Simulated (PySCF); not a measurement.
Si(F)(OH)2(NH2) (FH₄NO₂Si), SMILES N[Si](O)(O)F.

Geometry optimised at B3LYP-D3(BJ)/def2-SVP. This is a generated structure with no PubChem entry under its InChIKey; it may be hypothetical. The values are those of a single conformer.

These are PBE/def2-TZVP in PySCF values and carry that method's errors.

Gas-phase values at a fixed geometry.

Computed frontier levels, gap, dipole moment and polarisability:
```
Quantity                                                                                                        Value
---------------------------------------------------------------------------------------------  ----------------------
highest occupied level                                                                                       -6.51 eV
lowest empty level                                                                                           -0.40 eV
orbital gap                                                                                                   6.10 eV
dipole moment                                                                                               0.328 e·Å
quadrupole, principal values (traceless, Buckingham form, about the centre of nuclear charge)  -5.84, -0.76, 6.60 D·Å
mean static polarisability                                                                       38.1 bohr³ (5.65 Å³)
polarisability, principal values                                                               34.8, 38.2, 41.5 bohr³
```
